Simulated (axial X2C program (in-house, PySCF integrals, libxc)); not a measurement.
**SiI: cheaper levels and CCSD(T), with spin–orbit coupling**

Calculated with an in-house all-electron X2C program for linear molecules (integrals from PySCF). Two-component (2c) means X2C with spin–orbit coupling and atomic mean-field two-electron Coulomb and Gaunt terms. Basis: I dyall-cv3z [11s12p8d4f1g], Si dyall-v3z [8s7p2d1f] (cores contracted in-house); Gaussian nuclei, density fitting, unrestricted open shells. Masses: I 126.904 u, Si 27.977 u.

State: Ω = 1/2 (⟨Sz⟩ = -0.50, ⟨Lz⟩ = 1.00 at HF); fragments I + Si.

| level | Re (Å) | ωe (cm⁻¹) | De (eV) |
| --- | --- | --- | --- |
| PBE0 | 2.449 | 361.2 | 3.06 |
| HF | 2.483 | 348.1 | 1.62 |
| MP2 | 2.451 | 365.5 | 2.88 |
| CCSD | 2.461 | 359.3 | 2.66 |
| TPSS | 2.466 | 348.5 | 3.12 |

Correlated methods: 11 electrons correlated (number of frozen shells: I 4 s, 3 p, 2 d; Si 2 s, 1 p), 217 virtual spin orbitals or spinors in MP2, 90 natural virtuals in coupled cluster.

CCSD(T), same Hamiltonian and basis:

Re = 2.463 Å, ωe = 358.3 cm⁻¹, De = 2.81 eV; T1 = 0.020 (Lee–Taylor normalisation).

Q: Give the differences from CCSD(T) in the columns below.

A: 

```tsv
level	ΔRe (Å)	Δωe (cm⁻¹)	ΔDe (eV)
PBE0	-0.014	3	0.25
HF	0.020	-10	-1.19
MP2	-0.012	7	0.07
CCSD	-0.002	1	-0.15
TPSS	0.003	-10	0.31
```

The state is a single determinant with fixed occupations, the lowest that a limited PBE0 search found. De is counted from the lowest determinant-based energies of the atoms at the same level, without counterpoise correction. Density functionals use the spin component along the axis (collinear). Coupled cluster ran in a truncated set of natural virtual spinors; the MP2 energy of the rest was added. (T) has no such correction and the atoms are truncated less, which lowers De at CCSD(T) by a hundredth of an eV or more. The 2c atoms are single determinants rather than J levels; their spin–orbit lowering is only partly caught, and De is too large by that part. This holds for PBE0, MP2, CCSD, TPSS, CCSD(T). Without a current term, density functionals place determinants with orbital angular momentum somewhat too high.
